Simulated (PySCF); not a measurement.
PySCF 2.14 output of an unrestricted B97-3 calculation on a single atom or ion in aug-cc-pwCVTZ-DK3 with one added diffuse shell each of s, d, f type (12s10p9d6f1g, 138 functions), with scalar relativity by spin-free X2C-1e:

```
SCF conv_tol = 1e-09
number electrons alpha = 42  beta = 39
    T. W. Keal and D. J. Tozer.,  J. Chem. Phys. 123, 121103 (2005)
cycle= 1 E= -20247.0521304309  delta_E= -0.0173  |g|= 0.149  |ddm|= 0.743
cycle= 2 E= -20247.0523065469  delta_E= -0.000176  |g|= 0.122  |ddm|= 0.18
cycle= 3 E= -20247.0534353512  delta_E= -0.00113  |g|= 0.0156  |ddm|= 0.0688
cycle= 4 E= -20247.0534778552  delta_E= -4.25e-05  |g|= 0.00133  |ddm|= 0.0167
cycle= 5 E= -20247.0534796734  delta_E= -1.82e-06  |g|= 0.000435  |ddm|= 0.00642
cycle= 6 E= -20247.0534797944  delta_E= -1.21e-07  |g|= 5.63e-05  |ddm|= 0.00162
cycle= 7 E= -20247.0534797968  delta_E= -2.42e-09  |g|= 9.35e-06  |ddm|= 0.000343
cycle= 8 E= -20247.053479797  delta_E= -1.78e-10  |g|= 2.47e-06  |ddm|= 0.000116
converged SCF energy = -20247.053479797  <S^2> = 3.7518808  2S+1 = 4.0009403
```

The run itself started from symmetry-adapted Hartree-Fock orbitals and held the occupation by maximum overlap, on a logarithmic radial grid, so the iterations belong to that start.

Problem. Which element, charge and spin multiplicity is this?

Solution. Tl (thallium, neutral), multiplicity 4; the state was [Xe] 4f14 5d10 6s1 6p2, high-spin 4P determinant (an excited configuration).

Spin-orbit coupling is strong in this species (close to jj coupling), so the high-spin LS determinant is a model state, not a physical level.
